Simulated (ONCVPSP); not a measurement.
**Se (Z = 34): variants of one ONCV potential**

Base potential:

```
Element                 : selenium
Generator               : ONCVPSP 4.0.1
Type                    : optimised norm-conserving Vanderbilt (ONCV)
Functional              : PBEsol
Relativity              : scalar-relativistic
Frozen core             : [Ar] 3d10
Valence charge          : 6
Reference configuration : 4s2 4p4
Partial waves           : 4s: rc 1.60 bohr, ncon 3, nbas 6, qcut 4.3 1/bohr, 3 projectors, debl 3.4 Ha; 4p: rc 1.55 bohr, ncon 5, nbas 9, qcut 6.4 1/bohr, 1 projector; d scattering state at 0.02 Ha: rc 1.25 bohr, ncon 3, nbas 8, qcut 7.5 1/bohr, 2 projectors, debl 1.6 Ha
Local potential         : polynomial inside 1.15 bohr (lpopt 5, dvloc0 4 Ha)
Core correction         : Teter function, fcfact 4, rcfact 1.3
```

Cutoffs, loose and tight: the cutoffs (Ha) at which the residual kinetic energy of the hardest occupied pseudo-wave falls to 1 and 0.1 mHa per electron. They do not see the model core or the augmentation charge, which bear on the density cutoff. Test errors are all-electron minus pseudo excitation energies from the reference, over the configurations 4s2 4p3; 4s2 4p2; 4s2 4p1; 4s2 4p3.5. A dash means not determined; rows that change the core or the reference have their own tests.

A true bound ghost makes a file unfit for plane-wave use even where its test errors are small: the radial tests pick states by their node count and pass the ghost by.

```tsv
change	outcome	cutoff, loose	cutoff, tight	bound ghosts	GHOST(+) flags above zero	largest test error (meV)
base	generated	13 Ha	37 Ha	d	s	-46
all radii but the core radius scaled by about 0.81 (s 1.30, p 1.26, d 1.02 bohr); local potential polynomial inside 0.94 bohr (lpopt 5, dvloc0 4 Ha)	failed: ERROR pspot: first pseudo wave function has node, program will stop	–	–	–	–	–
all radii but the core radius scaled by about 0.89 (s 1.42, p 1.38, d 1.12 bohr); local potential polynomial inside 1.02 bohr (lpopt 5, dvloc0 4 Ha)	failed: ERROR pspot: first pseudo wave function has node, program will stop	–	–	–	–	–
all radii but the core radius scaled by about 0.95 (s 1.52, p 1.46, d 1.18 bohr); local potential polynomial inside 1.08 bohr (lpopt 5, dvloc0 4 Ha)	failed: ERROR pspot: first pseudo wave function has node, program will stop	–	–	–	–	–
all radii but the core radius scaled by about 1.04 (s 1.66, p 1.62, d 1.30 bohr); local potential polynomial inside 1.20 bohr (lpopt 5, dvloc0 4 Ha)	generated	11 Ha	33 Ha	d	s	-44
all radii but the core radius scaled by about 1.11 (s 1.78, p 1.72, d 1.38 bohr); local potential polynomial inside 1.28 bohr (lpopt 5, dvloc0 4 Ha)	generated	12 Ha	28 Ha	d	s	-39
all radii but the core radius scaled by about 1.21 (s 1.94, p 1.88, d 1.52 bohr); local potential polynomial inside 1.40 bohr (lpopt 5, dvloc0 4 Ha)	generated	12 Ha	20 Ha	d	none	-32
all radii but the core radius scaled by about 1.31 (s 2.10, p 2.04, d 1.64 bohr); local potential polynomial inside 1.50 bohr (lpopt 5, dvloc0 4 Ha)	generated	12 Ha	16 Ha	d	s	-21
```

Reading the sweep of the scale of all radii but the core radius (base = 1) (base included, trends over the rows without a ghost): Bound ghosts are found at 1, 1.04, 1.11, 1.21, 1.31. Every judged row has one, so this setting neither creates nor removes them. The generation fails at 0.81, 0.89, 0.95.
